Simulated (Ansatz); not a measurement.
Harmonic vibrations of CH$_{2}$F$_{3}$Si, SMILES `FC(F)(F)[SiH2]` radical by finite differences.

```yaml
crystal:
  periodic: [false, false, false]
  atoms:
    - {symbol: F, position_ang: [-0.060934, -0.866227, 1.621446]}
    - {symbol: C, position_ang: [0.275112, -0.645323, 0.339509]}
    - {symbol: F, position_ang: [0.169845, -1.819196, -0.305566]}
    - {symbol: F, position_ang: [1.579948, -0.312845, 0.331341]}
    - {symbol: Si, position_ang: [-0.829616, 0.724995, -0.470668]}
    - {symbol: H, position_ang: [-0.670077, 1.969657, 0.321592]}
    - {symbol: H, position_ang: [-0.402979, 0.880939, -1.883454]}
basis:
  gaussian: {orbitals: def2-TZVP}
magnetization: {spin_polarized: true, initial_magnetization: 1}
hamiltonian: {xc: pbe0, dispersion: d4}
phonons: {temperatures: {t_min: 298.15, t_max: 900, t_step: 200}}
```

```sh
$ ansatz run in.yaml --threads 4 --pin off --events-out ev --progress --plain --max-ram 10444MiB
```

Output, abridged:

```
Functional definition: PBE0
mean field -17088.26549066 eV, -627.9821739395 hartree, gradient 1.2e-5 eV, S^2 0.752729; 0 other end points of the search recorded, 0 dependent functions left out
mean field -17088.26546244 eV, -627.9821729025 hartree, gradient 2.7e-6 eV, S^2 0.752730; 0 other end points of the search recorded, 0 dependent functions left out
mean field -17088.26546307 eV, -627.9821729254 hartree, gradient 2.9e-6 eV, S^2 0.752729; 0 other end points of the search recorded, 0 dependent functions left out
mean field -17088.26546245 eV, -627.9821729028 hartree, gradient 3.0e-6 eV, S^2 0.752730; 0 other end points of the search recorded, 0 dependent functions left out
mean field -17088.26547284 eV, -627.9821732843 hartree, gradient 2.4e-6 eV, S^2 0.752729; 0 other end points of the search recorded, 0 dependent functions left out
mean field -17088.26539461 eV, -627.9821704097 hartree, gradient 1.0e-6 eV, S^2 0.752730; 0 other end points of the search recorded, 0 dependent functions left out
mean field -17088.26537038 eV, -627.9821695192 hartree, gradient 2.0e-6 eV, S^2 0.752729; 0 other end points of the search recorded, 0 dependent functions left out
mean field -17088.26535627 eV, -627.9821690006 hartree, gradient 9.5e-7 eV, S^2 0.752728; 0 other end points of the search recorded, 0 dependent functions left out
mean field -17088.26534720 eV, -627.9821686673 hartree, gradient 9.7e-7 eV, S^2 0.752731; 0 other end points of the search recorded, 0 dependent functions left out
mean field -17088.26534749 eV, -627.9821686778 hartree, gradient 9.7e-7 eV, S^2 0.752727; 0 other end points of the search recorded, 0 dependent functions left out
mean field -17088.26534204 eV, -627.9821684776 hartree, gradient 8.7e-7 eV, S^2 0.752731; 0 other end points of the search recorded, 0 dependent functions left out
mean field -17088.26534922 eV, -627.9821687417 hartree, gradient 9.5e-7 eV, S^2 0.752730; 0 other end points of the search recorded, 0 dependent functions left out
mean field -17088.26535465 eV, -627.9821689410 hartree, gradient 1.0e-6 eV, S^2 0.752729; 0 other end points of the search recorded, 0 dependent functions left out
mean field -17088.26547060 eV, -627.9821732023 hartree, gradient 2.7e-6 eV, S^2 0.752730; 0 other end points of the search recorded, 0 dependent functions left out
mean field -17088.26546576 eV, -627.9821730244 hartree, gradient 2.5e-6 eV, S^2 0.752729; 0 other end points of the search recorded, 0 dependent functions left out
mean field -17088.26538625 eV, -627.9821701024 hartree, gradient 2.1e-6 eV, S^2 0.752730; 0 other end points of the search recorded, 0 dependent functions left out
mean field -17088.26541026 eV, -627.9821709848 hartree, gradient 9.7e-7 eV, S^2 0.752729; 0 other end points of the search recorded, 0 dependent functions left out
mean field -17088.26544453 eV, -627.9821722443 hartree, gradient 2.4e-6 eV, S^2 0.752729; 0 other end points of the search recorded, 0 dependent functions left out
mean field -17088.26544843 eV, -627.9821723873 hartree, gradient 1.1e-6 eV, S^2 0.752730; 0 other end points of the search recorded, 0 dependent functions left out
mean field -17088.26539118 eV, -627.9821702834 hartree, gradient 9.2e-7 eV, S^2 0.752729; 0 other end points of the search recorded, 0 dependent functions left out
mean field -17088.26537712 eV, -627.9821697670 hartree, gradient 1.4e-6 eV, S^2 0.752730; 0 other end points of the search recorded, 0 dependent functions left out
mean field -17088.26545843 eV, -627.9821727550 hartree, gradient 1.7e-6 eV, S^2 0.752729; 0 other end points of the search recorded, 0 dependent functions left out
mean field -17088.26547043 eV, -627.9821731959 hartree, gradient 1.6e-6 eV, S^2 0.752730; 0 other end points of the search recorded, 0 dependent functions left out
mean field -17088.26547261 eV, -627.9821732759 hartree, gradient 1.2e-6 eV, S^2 0.752730; 0 other end points of the search recorded, 0 dependent functions left out
mean field -17088.26546466 eV, -627.9821729837 hartree, gradient 2.8e-6 eV, S^2 0.752729; 0 other end points of the search recorded, 0 dependent functions left out
mean field -17088.26544626 eV, -627.9821723077 hartree, gradient 9.4e-7 eV, S^2 0.752737; 0 other end points of the search recorded, 0 dependent functions left out
mean field -17088.26545696 eV, -627.9821727009 hartree, gradient 1.4e-6 eV, S^2 0.752722; 0 other end points of the search recorded, 0 dependent functions left out
mean field -17088.26542604 eV, -627.9821715646 hartree, gradient 1.5e-6 eV, S^2 0.752733; 0 other end points of the search recorded, 0 dependent functions left out
mean field -17088.26540318 eV, -627.9821707246 hartree, gradient 1.5e-6 eV, S^2 0.752726; 0 other end points of the search recorded, 0 dependent functions left out
mean field -17088.26539701 eV, -627.9821704978 hartree, gradient 2.6e-6 eV, S^2 0.752729; 0 other end points of the search recorded, 0 dependent functions left out
mean field -17088.26540821 eV, -627.9821709093 hartree, gradient 2.9e-6 eV, S^2 0.752730; 0 other end points of the search recorded, 0 dependent functions left out
mean field -17088.26548309 eV, -627.9821736611 hartree, gradient 2.9e-6 eV, S^2 0.752726; 0 other end points of the search recorded, 0 dependent functions left out
mean field -17088.26549117 eV, -627.9821739580 hartree, gradient 3.0e-6 eV, S^2 0.752732; 0 other end points of the search recorded, 0 dependent functions left out
mean field -17088.26545510 eV, -627.9821726326 hartree, gradient 1.9e-6 eV, S^2 0.752729; 0 other end points of the search recorded, 0 dependent functions left out
mean field -17088.26544401 eV, -627.9821722251 hartree, gradient 1.8e-6 eV, S^2 0.752730; 0 other end points of the search recorded, 0 dependent functions left out
mean field -17088.26546985 eV, -627.9821731745 hartree, gradient 1.7e-6 eV, S^2 0.752730; 0 other end points of the search recorded, 0 dependent functions left out
mean field -17088.26547123 eV, -627.9821732254 hartree, gradient 1.3e-6 eV, S^2 0.752729; 0 other end points of the search recorded, 0 dependent functions left out
mean field -17088.26547916 eV, -627.9821735169 hartree, gradient 1.1e-6 eV, S^2 0.752727; 0 other end points of the search recorded, 0 dependent functions left out
mean field -17088.26548775 eV, -627.9821738323 hartree, gradient 1.2e-6 eV, S^2 0.752732; 0 other end points of the search recorded, 0 dependent functions left out
mean field -17088.26548823 eV, -627.9821738500 hartree, gradient 1.5e-6 eV, S^2 0.752728; 0 other end points of the search recorded, 0 dependent functions left out
mean field -17088.26548123 eV, -627.9821735927 hartree, gradient 1.5e-6 eV, S^2 0.752730; 0 other end points of the search recorded, 0 dependent functions left out
mean field -17088.26543389 eV, -627.9821718533 hartree, gradient 2.8e-6 eV, S^2 0.752729; 0 other end points of the search recorded, 0 dependent functions left out
mean field -17088.26544418 eV, -627.9821722314 hartree, gradient 2.6e-6 eV, S^2 0.752730; 0 other end points of the search recorded, 0 dependent functions left out
Total energy: -17088.37345113 eV, -627.9861414135 hartree
Atom 0 at    -0.060934    -0.866227     1.621446 Å, force    -0.000474     0.000148     0.001069 eV/Å
Atom 1 at     0.275112    -0.645323     0.339509 Å, force     0.002075     0.001850    -0.001332 eV/Å
Atom 2 at     0.169845    -1.819196    -0.305566 Å, force     0.000160    -0.000515    -0.000478 eV/Å
Atom 3 at     1.579948    -0.312845     0.331341 Å, force    -0.001405    -0.001217     0.000533 eV/Å
Atom 4 at    -0.829616     0.724995    -0.470668 Å, force     0.000445     0.000254     0.000148 eV/Å
Atom 5 at    -0.670077     1.969657     0.321592 Å, force    -0.000224    -0.000397    -0.000174 eV/Å
Atom 6 at    -0.402979     0.880939    -1.883454 Å, force    -0.000578    -0.000123     0.000234 eV/Å
Dipole moment:    -0.238372     0.304195    -0.178955 e Å
Vibrations: 124.78 218.63 220.37 404.39 502.36 514.45 636.99 670.28 745.17 889.58 1123.59 1141.23 1204.44 2223.02 2257.09 cm⁻¹, zero-point energy 0.798233 eV
```

Run time 61 s (4 threads of an Intel Xeon Platinum 8488C on a shared host); peak host memory 0.48 GiB.
